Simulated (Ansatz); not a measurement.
GeAsH$_{5}$ (SMILES [GeH3][AsH2]), singlet: a single point displaced at random from a GFN2-xTB minimum.

Input (in.yaml):

```yaml
crystal:
  periodic: [false, false, false]
  atoms:
    - {symbol: Ge, position_ang: [-0.341600, -0.523200, -0.405100]}
    - {symbol: As, position_ang: [0.638700, 1.536300, 0.166000]}
    - {symbol: H, position_ang: [-0.459900, -1.481300, 0.612700]}
    - {symbol: H, position_ang: [-1.785200, -0.423200, -1.048200]}
    - {symbol: H, position_ang: [0.417700, -1.355500, -1.408400]}
    - {symbol: H, position_ang: [-0.169200, 1.662000, 1.343700]}
    - {symbol: H, position_ang: [1.880200, 0.743800, 0.795100]}
basis:
  gaussian: {orbitals: def2-TZVPP}
hamiltonian: {xc: r2scan, dispersion: d4}
output: {forces: true}
```

An equivalent command:

```bash
ansatz run in.yaml --threads 4 --pin off --events-out ev --progress --plain
```

What Ansatz 0.2.0 printed:

```
Functional definition: r2SCAN
  name "r2SCAN"
  cite "Furness, Kaplan, Ning, Perdew & Sun, J. Phys. Chem. Lett. 11, 8208 (2020) doi:10.1021/acs.jpclett.0c02405"
  cite "Furness, Kaplan, Ning, Perdew & Sun, J. Phys. Chem. Lett. 11, 9248 (2020) doi:10.1021/acs.jpclett.0c03077"
  parent r2scan
  parameter k0 = 0.174
  parameter k1 = 0.065
  parameter a1 = 4.9479
  exchange = r2scan_x(k0 = k0, k1 = k1, a1 = a1)
  correlation = r2scan_c
1026 factors; their error is unknown
mean field evaluation 1: about -117439.2553 eV, gradient 2.2e1 eV
mean field evaluation 2: about -117439.6842 eV, gradient 2.0e1 eV
mean field evaluation 4: about -117440.0495 eV, gradient 7.2e-1 eV
mean field evaluation 8: about -117440.0377 eV, gradient 1.5e-1 eV
mean field evaluation 16: about -117440.0378 eV, gradient 1.4e-5 eV
mean field -117440.03777100 eV, -4315.8417843676 hartree, gradient 1.4e-5 eV, S^2 0.000000; 0 other end points of the search recorded, 0 dependent functions left out
the calculation of the forces begins
reference -117440.03778146 eV, -4315.8417847520 hartree; 35, 35 occupied and 131, 131 virtual orbitals, 1026 factors
Total energy: -117440.06535026 eV, -4315.8427978868 hartree
Atom 0 at    -0.341600    -0.523200    -0.405100 Å, force    -1.177322     0.724244    -2.442443 eV/Å
Atom 1 at     0.638700     1.536300     0.166000 Å, force     2.174955    -0.106059    -1.426262 eV/Å
Atom 2 at    -0.459900    -1.481300     0.612700 Å, force    -0.315529    -1.725238     2.541739 eV/Å
Atom 3 at    -1.785200    -0.423200    -1.048200 Å, force     0.625858     0.273774     0.329634 eV/Å
Atom 4 at     0.417700    -1.355500    -1.408400 Å, force     0.534492     0.149271    -0.560125 eV/Å
Atom 5 at    -0.169200     1.662000     1.343700 Å, force    -0.788980    -0.001245     1.718680 eV/Å
Atom 6 at     1.880200     0.743800     0.795100 Å, force    -1.053474     0.685252    -0.161223 eV/Å
Dipole moment:     0.025979     0.038906     0.145938 e Å
```

The lines “mean field evaluation” count trial sets of orbitals through the whole run, from several starts and some on an approximate energy, so they need not fall steadily or lie above the final value.

The run took about 2.4 s on 4 CPU threads (shared host).
